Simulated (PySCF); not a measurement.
# GeFCl + HCl → GeCl₂ + HF

Level: PBE0 in the def2-TZVP basis family, all electrons, no relativity, computed in PySCF with density fitting; open shells unrestricted.

```
species                                      state and structure       E (Eh)  ZPE (kJ/mol)  H(298 K) − H(0) (kJ/mol)  S° (J/(mol K))
  GeFCl  singlet, Cs, Ge–Cl 2.180 Å, Ge–F 1.748 Å; Cl–Ge–F 98.3°  -2636.68096           7.7                      12.5           289.2
    HCl                               singlet, C∞v, H–Cl 1.279 Å   -460.66440          17.9                       8.7           186.6
  GeCl₂        singlet, C2v, Ge–Cl 2.182 Å (×2); Cl–Ge–Cl 100.1°  -2996.95593           5.7                      13.2           295.3
     HF                                singlet, C∞v, H–F 0.920 Å   -100.39188          24.9                       8.7           173.6
```

What is the electronic reaction energy?

At PBE0/def2-TZVP, ΔE = -6.4 kJ/mol from the differences of the total energies times 2625.5, downhill. 

Add zero-point, thermal and entropy terms for 298.15 K and 1 bar.

ΔZPE = 5.0 and Δ[H(298) − H(0)] = 0.7 kJ/mol give ΔH° = -0.7 kJ/mol. ΔS° = -6.9 J/(mol K), so ΔG° = -0.7 − 298.15 × (-0.0069) = 1 kJ/mol and log₁₀K = -0.2.

Only the bonding shown was studied: isomers, or loss of a ligand pair, can lie lower.
